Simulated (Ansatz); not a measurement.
System: 3-bromoselenophene, C$_{4}$H$_{3}$BrSe, charge 0, multiplicity 1. 
Coordinates optimised at B3LYP-D3(BJ)/def2-TZVP (Ansatz, a program for electronic structure):
```
C
C 1 1.3544
H 2 1.0761 1 127.80
C 1 1.4284 2 116.47 3 -180.00
C 4 1.3560 1 113.84 2 0.00
H 5 1.0774 4 127.36 1 180.00
H 4 1.0801 5 123.68 6 0.00
Se 2 1.8702 3 121.67 1 -180.00
Br 1 1.9019 2 122.41 3 0.00
```

Dipole moments at this geometry, in debye (magnitudes).

```json
[
 {"level": "B3LYP/def2-TZVPD", "program": "Ansatz", "dipole (D)": "1.51"},
 {"level": "r2SCANh/def2-TZVPD", "program": "Ansatz", "dipole (D)": "1.51"},
 {"level": "r2SCAN0/def2-TZVPD", "program": "Ansatz", "dipole (D)": "1.51"},
 {"level": "HSE06/def2-TZVPD", "program": "Ansatz", "dipole (D)": "1.49"},
 {"level": "CAM-B3LYP/def2-TZVPD", "program": "Ansatz", "dipole (D)": "1.49"},
 {"level": "CCSD(T)/aug-cc-pVDZ", "program": "Ansatz", "dipole (D)": "1.43"}
]
```
